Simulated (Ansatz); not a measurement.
`O=C[Se][GeH3]` + CH₄ → `C[Se][GeH3]` + `C=O`  (formal exchange of groups at the Se–C bond)

Gas-phase electronic energies from Ansatz, PBE0-D4/def2-TZVP geometries. CBS: MP2 limit from def2 TZ/QZ plus the TZ coupled-cluster correction, frozen cores. This one scheme is used for every species. DFT in def2-TZVPP. B3LYP here is the variant with VWN-RPA as its local correlation; programs differ in this. For Ge, Se outer-core shells are correlated without core-valence functions, which leaves a few kJ/mol of doubt a bond. Scalar relativity is left out up to krypton. Each species was taken in one conformer, which may not be the lowest.

Is it downhill or uphill in electronic energy at CCSD(T)/CBS, and by how much? (Estimate.)

Computed: Uphill: ΔE = +15.5 kcal/mol.

What do these levels give: PBE-D4, ωB97X-V, ωB97M-V, PBE, r2SCAN, PBE0, B3LYP, CCSD/def2-TZVPP, CCSD(T)/def2-TZVPP, HF/def2-QZVPP, MP2/def2-QZVPP, HF/CBS(def2)? (Estimate.)

Ansatz gave: PBE-D4 20.0, ωB97X-V 15.4, ωB97M-V 15.8, PBE 19.8, r2SCAN 20.3, PBE0 17.2, B3LYP 17.3, CCSD/def2-TZVPP 13.9, CCSD(T)/def2-TZVPP 15.3, HF/def2-QZVPP 11.1, MP2/def2-QZVPP 16.4, HF/CBS(def2) 11.1 kcal/mol.

Largest T1 diagnostic among the species: 0.015.

In def2-TZVPP, CCSD(T) changes the Hartree–Fock value by +4.1 kcal/mol (the triples alone add +1.4 kcal/mol) and MP2 by +5.1 kcal/mol. From PBE to PBE0 (25 % exact exchange), in def2-TZVPP and without D4, ΔE moves by −2.6 kcal/mol.
